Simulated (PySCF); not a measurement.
**Nuclear repulsion and electron count by hand**

System: F$_{2}$Sc, charge +1, singlet, at a GFN2-xTB geometry (such geometries of metal compounds can be far from the true shape) (the multiplicity is a formal guess). Level: PySCF with REVPBE/6-31G**. Sums are taken with unrounded values, so a last digit can differ.

Coordinates (Å):

```
atom         x         y         z
----  --------  --------  --------
Sc1    0.28638   0.13181   0.09609
F2    -0.53788   1.05786  -1.16691
F3    -0.13033  -1.36543   0.94270
```

Task: Work out the nuclear repulsion energy and the numbers of alpha and beta electrons.

Result: In atomic units each pair adds Z_i Z_j / r_ij, with r in bohr (1 bohr = 0.529177 Å).
| pair | r (Å) | r (bohr) | Z_i Z_j | term (Eh) |
|---|---|---|---|---|
| Sc1-F2 | 1.7698 | 3.3444 | 189 | 56.5123 |
| Sc1-F3 | 1.7698 | 3.3444 | 189 | 56.5123 |
| F2-F3 | 3.2387 | 6.1202 | 81 | 13.2349 |
The sum is 126.2594 Eh; PySCF gives 126.2594 Eh. The atomic numbers add up to 39, so at charge +1 there are 38 electrons; multiplicity 1 means 0 unpaired, so 19 alpha and 19 beta.
